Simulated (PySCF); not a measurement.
Molfile (atoms numbered from 1):
```
C3H14O2Si3
     RDKit          3D

 22 21  0  0  0  0  0  0  0  0999 V2000
    3.4316   -0.1683    0.6647 C   0  0  0  0  0  0  0  0  0  0  0  0
    3.0032    0.2611   -0.6126 O   0  0  0  0  0  0  0  0  0  0  0  0
    2.0682    1.2826   -0.5683 C   0  0  0  0  0  0  0  0  0  0  0  0
    0.8393    0.8852   -0.0827 O   0  0  0  0  0  0  0  0  0  0  0  0
    0.0351   -0.4318   -0.6194 Si  0  0  0  0  0  4  0  0  0  0  0  0
   -1.5707   -0.3423    0.3706 C   0  0  0  0  0  0  0  0  0  0  0  0
   -2.6627   -1.8314   -0.0521 Si  0  0  0  0  0  4  0  0  0  0  0  0
   -2.4663    1.3245    0.1733 Si  0  0  0  0  0  4  0  0  0  0  0  0
    3.9787    0.6320    1.1762 H   0  0  0  0  0  0  0  0  0  0  0  0
    2.5845   -0.4758    1.2834 H   0  0  0  0  0  0  0  0  0  0  0  0
    4.0906   -1.0163    0.4956 H   0  0  0  0  0  0  0  0  0  0  0  0
    2.4158    2.1114    0.0712 H   0  0  0  0  0  0  0  0  0  0  0  0
    1.9683    1.6330   -1.6032 H   0  0  0  0  0  0  0  0  0  0  0  0
    0.7839   -1.6641   -0.3474 H   0  0  0  0  0  0  0  0  0  0  0  0
   -0.1675   -0.3350   -2.0688 H   0  0  0  0  0  0  0  0  0  0  0  0
   -1.3082   -0.4309    1.4284 H   0  0  0  0  0  0  0  0  0  0  0  0
   -1.9334   -3.0812    0.1825 H   0  0  0  0  0  0  0  0  0  0  0  0
   -3.0655   -1.7850   -1.4572 H   0  0  0  0  0  0  0  0  0  0  0  0
   -3.8587   -1.8324    0.7965 H   0  0  0  0  0  0  0  0  0  0  0  0
   -2.8847    1.5041   -1.2210 H   0  0  0  0  0  0  0  0  0  0  0  0
   -1.6284    2.4549    0.5781 H   0  0  0  0  0  0  0  0  0  0  0  0
   -3.6633    1.3250    1.0259 H   0  0  0  0  0  0  0  0  0  0  0  0
  1  2  1  0
  2  3  1  0
  3  4  1  0
  4  5  1  0
  5  6  1  0
  6  7  1  0
  6  8  1  0
  1  9  1  0
  1 10  1  0
  1 11  1  0
  3 12  1  0
  3 13  1  0
  5 14  1  0
  5 15  1  0
  6 16  1  0
  7 17  1  0
  7 18  1  0
  7 19  1  0
  8 20  1  0
  8 21  1  0
  8 22  1  0
M  END
```

Computed data (PySCF 2.14): geometry: GFN2-xTB, shielding tensors at PBE0/pcSseg-1 (GIAO). One averaged value for each set of equivalent atoms, isolated molecule, one computed conformer, no relativistic terms.

List the cross peaks expected in HSQC, COSY and HMBC spectra.

Answers



HSQC (one-bond C–H):
```csv
δH,δC
5.05 (H12/H13),94.7 (C3)
3.58 (H9/H10/H11),56.5 (C1)
-0.44 (H16),-15.1 (C6)
```

COSY cross peaks (H two or three bonds apart, from the bond graph; peaks can be absent where the dihedral angle is near 90°):
```csv
δH,δH
4.92 (H14/H15),-0.44 (H16)
4.02 (H17/H18/H19/H20/H21/H22),-0.44 (H16)
```

HMBC (two and three bonds, from the bond graph):
```csv
δH,δC
5.05 (H12/H13),56.5 (C1)
4.92 (H14/H15),"94.7 (C3), -15.1 (C6)"
4.02 (H17/H18/H19/H20/H21/H22),-15.1 (C6)
3.58 (H9/H10/H11),94.7 (C3)
```

Chemical shifts δ = σref − σ; TMS for ¹H (31.72 ppm), ¹³C (186.93 ppm), all at this level.

Short H···H contacts in this conformer between protons four or more bonds apart (candidates for NOE cross peaks, intensity ∝ r⁻⁶): H9···H12 2.42 Å, H10···H14 2.70 Å.

Shifts are as computed. Against solution values, carbons near 30 ppm lie about +3 ppm off and those near 130 ppm about +5 ppm. Of 1211 compounds with measured shifts, 218 miss one by over three times the rms of a fit or turn the order of signals round; such compounds aren't used in these exercises.
